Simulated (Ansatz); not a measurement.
Pulling on the C2–H3 bond in CH6BeGe (SMILES [CH3][Be][GeH3]) (multiplicity 1 held, fragments rigid). Energies count from the point at 1.095 Å.
Geometry at that point (charge 0, multiplicity 1):
```xyz
9

Be    -0.18385     1.04917    -0.75459
C     -0.41926     2.39261    -1.72083
H     -1.22683     3.03090    -1.34595
H     -0.68259     2.11781    -2.74809
H      0.47838     3.01784    -1.77957
Ge     0.12640    -0.72133     0.51880
H      0.98120    -1.81784    -0.15781
H      0.84789    -0.39872     1.84778
H     -1.19191    -1.41964     0.92529
```

Unrestricted levels (U-) break spin symmetry where that is lower. Active spaces are followed from a long bond inwards. Levels need not reach the same state.

Correlated levels freeze the cores. Filled d and f shells under p-block atoms count as core.

Run with Ansatz (a quantum-chemistry and plane-wave program) with Gaussian orbitals. Values without a source in brackets are computed.

Energies in kcal/mol.

| R (Å) | U-MP2/cc-pVDZ | U-SCS-MP2/cc-pVDZ | U-CCSD(T)/cc-pVDZ | FIC-MRCISD+Q on CASSCF(2,2)/cc-pVDZ |
|---|---|---|---|---|
| 0.876 | 32.7 | 32.9 | 33.2 | 33.1 |
| 0.986 | 7.0 | 7.2 | 7.4 | 7.3 |
| 1.095 | 0.0 | 0.0 | 0.0 | 0.0 |
| 1.205 | 3.1 | 3.0 | 2.7 | 2.7 |
| 1.315 | 11.6 | 11.2 | 10.6 | 10.6 |
| 1.479 | 28.7 | 28.0 | 26.5 | 26.5 |
| 1.643 | 47.0 | 45.9 | 43.2 | 43.1 |
| 1.917 | 83.4 | 83.7 | 68.2 | 67.0 |
| 2.191 | 97.4 | 98.0 | 86.9 | 84.0 |
| 2.520 | 103.5 | 104.3 | 100.4 | 96.3 |
| 2.958 | 106.0 | 106.8 | 105.9 | 103.5 |
| 3.506 | 106.8 | 107.6 | 107.1 | 106.2 |

Doubts at one or more of the structures used: a spin-contaminated determinant (U-MP2/cc-pVDZ, U-SCS-MP2/cc-pVDZ, U-CCSD(T)/cc-pVDZ); T1 above 0.05 (U-CCSD(T)/cc-pVDZ).
